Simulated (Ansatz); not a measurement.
A nudged elastic band was laid between two geometries of C$_{2}$H$_{8}$FSbSi (13 atoms, charge 0, multiplicity 1).

Computed with Ansatz, RKS r2SCAN-D4/def2-SVP.

```
movable images  : 7
climbing image  : yes
spring          : 5.0 eV/Å²
optimiser       : quadratic models (default)
start path      : IDPP
force threshold : 0.05 eV/Å
iteration limit : 38
end points      : relaxed
```

Image 0:

```xyz
13
Properties=species:S:1:pos:R:3
C -1.760 0.497 1.260
Si -0.359 0.879 0.094
F 0.883 1.479 0.983
C 0.291 -0.616 -0.806
Sb 2.402 -0.348 -1.398
H -2.088 1.399 1.801
H -1.451 -0.254 2.005
H -2.629 0.095 0.714
H -0.733 1.948 -0.879
H -0.276 -0.784 -1.738
H 0.224 -1.533 -0.199
H 2.527 -1.970 -1.965
H 2.989 -0.826 0.142
```

Image 8:

```xyz
13
Properties=species:S:1:pos:R:3
C -1.802 0.462 1.187
Si -0.157 0.592 0.318
F 0.959 0.988 1.450
C 0.388 -1.011 -0.453
Sb 2.477 -0.982 -1.166
H -2.064 1.410 1.683
H -1.780 -0.328 1.954
H -2.607 0.221 0.473
H -0.165 1.685 -0.697
H -0.246 -1.271 -1.317
H 0.312 -1.836 0.274
H 2.017 -0.668 -2.794
H 2.689 0.702 -0.898
```

Q: Which bonds break or form, and what moves?

A: No bond is made or broken. The height of Sb5 over the plane of its neighbours goes from -1.03 to 1.02 Å.

Q: Give the energies along the band, and the barrier.

A: The run converged. The highest image is number 4 of 0 to 8, 203.4 kJ/mol above the first end and 203.6 kJ/mol above the last; the last end lies 0.2 kJ/mol below the first. Neighbouring images differ by up to 1.5 eV, so the band resolves the path poorly. A vibrational analysis at the climbing image gives one clearly imaginary mode, 955i cm⁻¹: a first-order saddle point.

```tsv
image	path coordinate (Å)	energy (kJ/mol)	height of Sb5 over the plane of its neighbours (Å)
0	0.00	0.0	-1.03
1	0.58	0.7	-1.02
2	1.17	6.1	-0.97
3	1.75	62.0	-0.64
4	2.33	203.4	0.00
5	2.86	68.3	0.59
6	3.39	6.1	0.95
7	3.92	0.7	1.01
8	4.44	-0.2	1.02
```

Q: What is the geometry of the highest image?

A: 
```xyz
13
Properties=species:S:1:pos:R:3
C -1.865 0.635 1.181
Si -0.280 0.751 0.210
F 0.920 1.144 1.252
C 0.189 -0.895 -0.545
Sb 2.249 -0.841 -1.172
H -2.106 1.597 1.661
H -1.787 -0.129 1.972
H -2.710 0.364 0.527
H -0.336 1.803 -0.839
H -0.373 -1.054 -1.481
H 0.025 -1.756 0.119
H 2.677 -1.556 -2.607
H 3.417 -0.099 -0.264
```

Run time: 3.2 min on 2 threads of Arm Neoverse V2, with other jobs on the host, peak memory 0.2 GiB.
